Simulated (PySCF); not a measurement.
CH3BiCl2, SMILES [CH3][Bi]([Cl])[Cl].

The structure is a stationary point at B3LYP-D3(BJ)/def2-SVP. The structure was generated by enumeration; whether it is a known compound was not checked. The def2 effective core potentials stand for the cores of Bi; spin–orbit coupling is left out.

Method: TDDFT-PBE/def2-SVPD (PySCF).

Vertical excitations. Isolated molecule, no solvent. State labels are in the subgroup Cs.

| state | symmetry | energy (eV) | λ (nm) | f | main pairs |
|---|---|---|---|---|---|
| S1 | A' | 3.84 | 323 | 0.010 | HOMO→LUMO 98 % |
| S2 | A" | 4.24 | 292 | 0.005 | HOMO→LUMO+1 92 % |
| S3 | A" | 4.52 | 274 | 0.000 | HOMO−2→LUMO 91 % |
| S4 | A" | 4.63 | 268 | 0.021 | HOMO−1→LUMO 86 % |
| S5 | A' | 4.66 | 266 | 0.003 | HOMO−3→LUMO 95 % |
| S6 | A' | 4.88 | 254 | 0.007 | HOMO−1→LUMO+1 95 % |
| S7 | A' | 4.92 | 252 | 0.004 | HOMO−2→LUMO+1 98 % |
| S8 | A" | 5.30 | 234 | 0.033 | HOMO−3→LUMO+1 81 % |
| S9 | A' | 5.35 | 232 | 0.013 | HOMO−4→LUMO 91 % |
| S10 | A" | 5.73 | 216 | 0.013 | HOMO−4→LUMO+1 95 % |
| T1 | A' | 3.48 | 356 | 0 | HOMO→LUMO 99 % |
| T2 | A" | 3.89 | 319 | 0 | HOMO→LUMO+1 98 % |
| T3 | A" | 4.15 | 298 | 0 | HOMO−1→LUMO 99 % |
| T4 | A" | 4.30 | 289 | 0 | HOMO−2→LUMO 98 % |
Triplets are in the Tamm–Dancoff approximation, which puts them higher than full response would, so one can lie above its singlet here.
